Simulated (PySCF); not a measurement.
# `CO[C](=O)[GeH2][CH2]F`, C3H7FGeO2

Molfile (atoms numbered from 1):
```
C3H7FGeO2
     RDKit          3D

 14 13  0  0  0  0  0  0  0  0999 V2000
    2.6972    0.2419    0.3780 C   0  0  0  0  0  0  0  0  0  0  0  0
    1.4149   -0.2355   -0.0276 O   0  0  0  0  0  0  0  0  0  0  0  0
    0.4951   -0.3788    0.9152 C   0  0  0  0  0  0  0  0  0  0  0  0
    0.6610   -0.1654    2.0836 O   0  0  0  0  0  0  0  0  0  0  0  0
   -1.2050   -0.9277    0.0391 Ge  0  0  0  0  0  4  0  0  0  0  0  0
   -2.4395    0.6374    0.1255 C   0  0  0  0  0  0  0  0  0  0  0  0
   -1.8383    1.6891   -0.5336 F   0  0  0  0  0  0  0  0  0  0  0  0
    3.3028    0.2996   -0.5223 H   0  0  0  0  0  0  0  0  0  0  0  0
    3.1410   -0.4465    1.0994 H   0  0  0  0  0  0  0  0  0  0  0  0
    2.5980    1.2258    0.8394 H   0  0  0  0  0  0  0  0  0  0  0  0
   -1.8720   -2.0751    0.7469 H   0  0  0  0  0  0  0  0  0  0  0  0
   -0.9433   -1.2906   -1.3936 H   0  0  0  0  0  0  0  0  0  0  0  0
   -2.6138    0.9642    1.1542 H   0  0  0  0  0  0  0  0  0  0  0  0
   -3.3986    0.4612   -0.3664 H   0  0  0  0  0  0  0  0  0  0  0  0
  1  2  1  0
  2  3  1  0
  3  4  2  0
  3  5  1  0
  5  6  1  0
  6  7  1  0
  1  8  1  0
  1  9  1  0
  1 10  1  0
  5 11  1  0
  5 12  1  0
  6 13  1  0
  6 14  1  0
M  END
```

Method: PySCF, quadratic response B3LYP/aug-cc-pVDZ first hyperpolarisability, Taylor convention, gas phase. Geometry: GFN2-xTB.

The calculation is non-relativistic, which matters for the atoms heavier than Zn.

Problem. Give the tensor of the static β(0;0,0) in the axes of these coordinates.

Solution. In au, Taylor convention; rows are the first index (the induced dipole):
|  | xx | yy | zz | xy | xz | yz |
| --- | --- | --- | --- | --- | --- | --- |
| x | +68.7 | -3.6 | +55.7 | +79.3 | +32.9 | +31.0 |
| y | +79.3 | +175.0 | +62.3 | -3.6 | +31.0 | -7.5 |
| z | +32.9 | -7.5 | +60.2 | +31.0 | +55.7 | +62.3 |

Norm of βᵢ = ⅓ Σⱼ (βᵢⱼⱼ + βⱼᵢⱼ + βⱼⱼᵢ): 349.5 au, hyper-Rayleigh value 133.0 au.
